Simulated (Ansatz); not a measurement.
A search over several starts for the lowest SCF solution of Pt3H4 at the given spin, in a small basis.

```yaml
crystal:
  periodic: [false, false, false]
  atoms:
    - {symbol: Pt, position_ang: [-0.412884, 1.054515, -0.357570]}
    - {symbol: Pt, position_ang: [0.756351, -1.309222, -0.526140]}
    - {symbol: Pt, position_ang: [-1.182309, -1.145066, 0.977891]}
    - {symbol: H, position_ang: [-0.748864, 0.250078, 1.498141]}
    - {symbol: H, position_ang: [0.684313, 1.924383, 0.219309]}
    - {symbol: H, position_ang: [0.919305, -2.841009, -0.356303]}
    - {symbol: H, position_ang: [-0.015901, 2.066321, -1.455329]}
basis:
  gaussian: {orbitals: def2-SVP, initial_orbitals: start.molden}
hamiltonian: {xc: pbe0, dispersion: d4}
output: {orbitals: {seedname: orbitals}}
```

The file start.molden holds the orbitals of an earlier run on this structure, at another level or in another basis.

```sh
$ ansatz run in.yaml --threads 4 --pin off --events-out ev --progress --plain --max-ram 3916MiB
```

Output, abridged:

```
Functional definition: PBE0
1246 factors; their error is unknown
mean field evaluation 1: about -9806.1946 eV, gradient 8.8e0 eV
mean field evaluation 2: about -9806.3220 eV, gradient 1.2e-1 eV
mean field evaluation 4: about -9806.5972 eV, gradient 4.0e-4 eV
mean field evaluation 8: about -9802.6293 eV, gradient 4.0e1 eV
mean field evaluation 16: about -9806.3221 eV, gradient 9.4e-2 eV
mean field -9806.59717677 eV, -360.3857990959 hartree, gradient 1.7e-5 eV, S^2 0.000000; 1 other end points of the search recorded, 0 dependent functions left out
reference -9806.59721562 eV, -360.3858005237 hartree; 29, 29 occupied and 87, 87 virtual orbitals, 1246 factors
Total energy: -9806.81602943 eV, -360.3938417829 hartree
```

Hardware: 4 threads of Arm Neoverse V1 on a shared host. Wall time 2.8 s.

In the def2 sets Pt takes a core potential; there is no spin–orbit coupling. The structure comes from a short search, and lower isomers may exist.
